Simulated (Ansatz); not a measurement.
K₂H₃, relaxed as a doublet with UKS PBE0-D4/def2-TZVP in Ansatz, starting from the GFN1-xTB geometry. Force threshold 0.02 eV/Å.

The structure comes from a short search, and lower isomers may exist.

Start:

```xyz
5

K    -0.770    0.902    1.239
K     0.702   -0.641   -1.428
H    -1.693   -0.224   -0.823
H     0.325   -1.262    0.911
H     1.436    1.225    0.100
```

**Question.** Estimate the energy that the relaxation releases and the steps that it takes.

**Answer.** 44.4 kcal/mol, in 31 steps; 3.4 min on 4 threads of Intel Xeon on a shared host. The force fell under the threshold at step 21, but the optimiser went on and released 0.004 eV more. No frequencies were taken in this run, so the end may be a saddle point.

**Question.** Does the start keep its bonding and symmetry?

**Answer.** Bonds lost: K1–H4, K1–H5, K2–H4, K2–H5 (atoms count from 1). The end holds 2 separate pieces.

**Question.** Predict the relaxed structure.

**Answer.** 
```tsv
atom	x (Å)	y (Å)	z (Å)
K1	-2.112	1.703	0.332
K2	-0.384	-0.045	-2.660
H3	-0.697	-0.213	-0.237
H4	1.280	-0.669	1.086
H5	1.913	-0.777	1.479
```
Bond lengths (bridged metal pairs left out): 2 × H–K 2.45 Å.
